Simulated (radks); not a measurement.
Problem. Neutral caesium, [Xe] 6s1. Method: non-relativistic Kohn-Sham, r2SCAN, spin-polarised, spherical densities, point nucleus; meta-GGA in the generalised Kohn-Sham scheme; computed with a radial shooting solver on a logarithmic mesh with Libxc functionals. Every spin shell is full or empty, so the densities are truly spherical. Functionals are evaluated on that one density, not self-consistently. Rank these exchange functionals by their error against the exact value of the orbitals, and give that value: LDA, PBE, revPBE, PW86, OPTX, SOGGA, B86b, TPSS, r2SCAN, MS2, Tao-Mo, MVS.

Solution. Exact: -184.064 hartree. From best to worst, with 100 (|E| - |E exact|)/|E exact| (equal figures are ties): B86b -0.04, MVS +0.06, r2SCAN -0.14, PW86 -0.25, revPBE -0.32, TPSS -0.34, PBE -0.45, MS2 -0.63, Tao-Mo -0.84, OPTX +1.29, SOGGA -2.23, LDA -4.70.
